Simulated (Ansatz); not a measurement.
Geometry optimisation, Ansatz 0.2.0, RKS BLYP/def2-SVP.

input.yaml

```yaml
crystal:
  periodic: [false, false, false]
  atoms:
    - { symbol: B, position_ang: [-0.006993, -0.121439, 0.009264] }
    - { symbol: O, position_ang: [0.018406, -0.543426, 1.349927] }
    - { symbol: H, position_ang: [-0.882597, -0.630419, 1.70927] }
    - { symbol: "N", position_ang: [1.206749, -0.150885, -0.703327] }
    - { symbol: H, position_ang: [2.096422, -0.41753, -0.278736] }
    - { symbol: H, position_ang: [1.289865, 0.187491, -1.659331] }
    - { symbol: H, position_ang: [-1.046154, 0.145472, -0.554869] }
    - { symbol: F, position_ang: [0.080824, 2.235308, 0.939749] }
    - { symbol: H, position_ang: [0.37148, 1.617629, 1.576153] }
basis:
  gaussian: { orbitals: def2-SVP }
hamiltonian:
  xc: blyp
relax:
  f_tol: 0.03
  max_steps: 50
```

Run as:

```bash
$ ansatz run input.yaml --threads 1 --pin off --max-ram 2048MiB --backend cpu --events-out ev --progress --plain --runs-dir out
```

Q: Where does it end, and by what steps?

A: It converged. After 7 steps the energy has fallen by 0.198 eV; F8 moved furthest, 0.52 Å.

```
step  energy less start (eV)  largest force component (eV/Å)  accepted
   0                  0.0000                           0.628       yes
   1                 -0.0679                           1.598       yes
   2                 -0.1245                           1.961       yes
   3                 -0.1330                           1.066       yes
   4                 -0.1926                           0.300       yes
   5                 -0.1971                           0.122       yes
   6                 -0.1965                           0.199        no
   7                 -0.1983                           0.021       yes
```

```xyz
9
Properties=species:S:1:pos:R:3
B -0.005 -0.185 -0.088
O 0.017 -0.271 1.316
H -0.879 -0.400 1.676
N 1.217 -0.194 -0.773
H 2.121 -0.242 -0.298
H 1.285 -0.064 -1.781
H -1.059 -0.118 -0.685
F 0.196 2.367 1.427
H 0.234 1.429 1.593
```

Whether the end is a true minimum wasn't checked by a vibrational analysis.

Time of the run: 23 s on 1 thread of Arm Neoverse V1, with other jobs on the host, peak memory 0.14 GiB.
